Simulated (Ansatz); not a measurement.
`[CH3][In]([Br])[Br]`, relaxed with RKS PBE0-D4/def2-TZVP in Ansatz 0.2.0 from a GFN2-xTB geometry. The force threshold is 0.005 eV/Å; the program also tests the step.

Charge 0, multiplicity 1. In takes the def2 core potential.

Start:

```xyz
7

C     0.765   -0.617   -0.696
In   -0.650    0.530    0.595
Br   -1.136    2.966    0.292
Br   -1.914   -0.511    2.485
H     0.508   -1.669   -0.615
H     0.650   -0.260   -1.716
H     1.778   -0.439   -0.344
```

```json
{"step": "1", "energy (eV)": "-146338.7669", "largest force (eV/Å)": "1.025", "largest move (Å)": "0.000"}
{"step": "2", "energy (eV)": "-146338.8201", "largest force (eV/Å)": "0.230", "largest move (Å)": "0.114"}
{"step": "3", "energy (eV)": "-146338.8412", "largest force (eV/Å)": "0.064", "largest move (Å)": "0.043"}
{"step": "4", "energy (eV)": "-146338.8414", "largest force (eV/Å)": "0.023", "largest move (Å)": "0.006"}
{"step": "5", "energy (eV)": "-146338.8414", "largest force (eV/Å)": "0.003", "largest move (Å)": "0.003"}
```

End:

```xyz
7

C     0.726   -0.592   -0.670
In   -0.624    0.497    0.565
Br   -1.101    2.899    0.283
Br   -1.875   -0.497    2.442
H     0.498   -1.655   -0.605
H     0.633   -0.241   -1.697
H     1.741   -0.411   -0.317
```

It took 12 s on 4 threads of an AMD EPYC 9R45 on a shared host, with 0.73 GiB of host memory at the peak.
